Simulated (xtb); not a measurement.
CH3AlCl (SMILES [CH3][Al][Cl]), doublet, from a rough starting geometry (GFN-xTB shapes and energies of metal compounds can be far from the true ones) (the spin is typed, not shown lowest); GFN2-xTB run with xtb.

The xtb input:
```
$ xtb mol.xyz --gfn 2 --uhf 1 --opt vtight --json

# file mol.xyz
6

Al     0.77009445    -0.62990644     1.03412199
C     -0.01810776     0.52922872    -0.45209404
H     -0.97737607     1.09835671    -0.15212333
H     -0.26157882    -0.02664715    -1.35522483
H      0.68820368     1.34306162    -0.70142999
Cl    -0.09416843    -2.35420245     1.69858809
```

What the program printed (banner, timings and long lists left out):

```
   ID    Z sym.   atoms
    1   13 Al     1
    2    6 C      2
    3    1 H      3-5
    4   17 Cl     6

           -------------------------------------------------
          |                Calculation Setup                |
           -------------------------------------------------

           -------------------------------------------------
          |                 G F N 2 - x T B                 |
           -------------------------------------------------

          ...................................................
          :                      SETUP                      :
          :.................................................:
          :  # basis functions                  27          :
          :  # atomic orbitals                  25          :
          :  # shells                           11          :
          :  # electrons                        17          :
          :  max. iterations                   250          :
          :  Hamiltonian                  GFN2-xTB          :
          :  restarted?                      false          :
          :  GBSA solvation                  false          :
          :  PC potential                    false          :
          :  electronic temp.          300.0000000     K    :
          :  accuracy                    1.0000000          :
          :  -> integral cutoff          0.2500000E+02      :
          :  -> integral neglect         0.1000000E-07      :
          :  -> SCF convergence          0.1000000E-05 Eh   :
          :  -> wf. convergence          0.1000000E-03 e    :
          :  Broyden damping             0.4000000          :
          :  net charge                          0          :
          :  unpaired electrons                  1          :
          ...................................................

 iter      E             dE          RMSdq      gap      omega  full diag
   1     -9.3273115 -0.932731E+01  0.108E+01    1.81       0.0  T
   2     -9.3356431 -0.833166E-02  0.613E+00    2.26       1.0  T
   3     -9.3266301  0.901300E-02  0.431E+00    2.43       1.0  T
   4     -9.3432009 -0.165708E-01  0.756E-01    2.80       1.0  T
   5     -9.3434753 -0.274366E-03  0.402E-01    2.69       1.0  T
   6     -9.3435051 -0.298240E-04  0.216E-01    2.67       1.0  T
   7     -9.3435285 -0.233849E-04  0.915E-02    2.67       1.0  T
   8     -9.3435327 -0.426071E-05  0.453E-02    2.67       1.0  T
[...]
 * total energy  :    -9.2855397 Eh     change       -0.3163950E-06 Eh
 * total energy  :    -9.2855400 Eh     change       -0.2850483E-06 Eh
 * total energy  :    -9.2855402 Eh     change       -0.2198924E-06 Eh
 * total energy  :    -9.2855404 Eh     change       -0.2020448E-06 Eh
 * total energy  :    -9.2855406 Eh     change       -0.1833814E-06 Eh
 * total energy  :    -9.2855408 Eh     change       -0.1665202E-06 Eh
 * total energy  :    -9.2855409 Eh     change       -0.1518347E-06 Eh
 * total energy  :    -9.2855411 Eh     change       -0.1384818E-06 Eh
 * total energy  :    -9.2855412 Eh     change       -0.1264971E-06 Eh
 * total energy  :    -9.2855413 Eh     change       -0.1150066E-06 Eh
 * total energy  :    -9.2855414 Eh     change       -0.1048971E-06 Eh
 * total energy  :    -9.2855415 Eh     change       -0.9580863E-07 Eh
   *** GEOMETRY OPTIMIZATION CONVERGED AFTER 31 ITERATIONS ***
         :: total energy              -9.285541523970 Eh    ::
[...]
      -------------------------------------------------------------
                  HL-Gap            0.0964225 Eh            2.6238 eV
             Fermi-level           -0.2998330 Eh           -8.1589 eV

     #   Z          covCN         q      C6AA      α(0)
     1  13 Al       1.601     0.272   197.036    34.446
     2   6 C        3.604    -0.215    25.441     7.291
     3   1 H        0.924     0.049     2.327     2.386
     4   1 H        0.924     0.049     2.326     2.385
     5   1 H        0.924     0.051     2.311     2.377
     6  17 Cl       0.769    -0.206   105.480    15.710

 Mol. C6AA /au·bohr⁶  :       1097.560309
 Mol. C8AA /au·bohr⁸  :      58030.091961
 Mol. α(0) /au        :         64.596369

Wiberg/Mayer (AO) data.
largest (>0.10) Wiberg bond orders for each atom

 ---------------------------------------------------------------------------
     #   Z sym  total        # sym  WBO       # sym  WBO       # sym  WBO
 ---------------------------------------------------------------------------
     1  13 Al   2.588 --     6 Cl   1.339     2 C    1.056
     2   6 C    3.891 --     1 Al   1.056     5 H    0.936     3 H    0.926
                             4 H    0.926
     3   1 H    0.998 --     2 C    0.926
     4   1 H    0.998 --     2 C    0.926
     5   1 H    0.997 --     2 C    0.936
     6  17 Cl   1.394 --     1 Al   1.339
 ---------------------------------------------------------------------------

Topologies differ in total number of bonds
Writing topology from bond orders to xtbtopo.mol

molecular dipole:
                 x           y           z       tot (Debye)
 q only:        0.400       0.587      -0.180
   full:        0.198       0.552      -0.291       1.663
molecular quadrupole (traceless):
                xx          xy          yy          xz          yz          zz
 q only:        2.942      -1.013      -3.296       1.323       3.489       0.354
  q+dip:        1.778      -0.532      -1.954       1.006       1.831       0.176
   full:        2.272      -1.012      -2.639       0.130       3.819       0.366

optimized geometry written to: xtbopt.xyz

           -------------------------------------------------
          | TOTAL ENERGY               -9.285541523970 Eh   |
          | GRADIENT NORM               0.000029828275 Eh/α |
          | HOMO-LUMO GAP               2.623789854956 eV   |
           -------------------------------------------------

normal termination of xtb
```
